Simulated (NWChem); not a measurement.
# H$_{2}$TeS; SMILES S[TeH]

Results from NWChem. Geometry: optimised at PBE0/def2-SVP. def2 effective core potentials on Te; no spin-orbit coupling. Ions are spin-unrestricted doublets at the neutral geometry; other ion states weren't tried.

### Question
Predict the results for M06-2X/def2-SVP. Quantities: vertical ionisation energy, ΔSCF (eV); −ε(HOMO) (eV).

### Answer
```json
{
  "vertical ionisation energy, ΔSCF (eV)": "8.76",
  "−ε(HOMO) (eV)": "7.71"
}
```
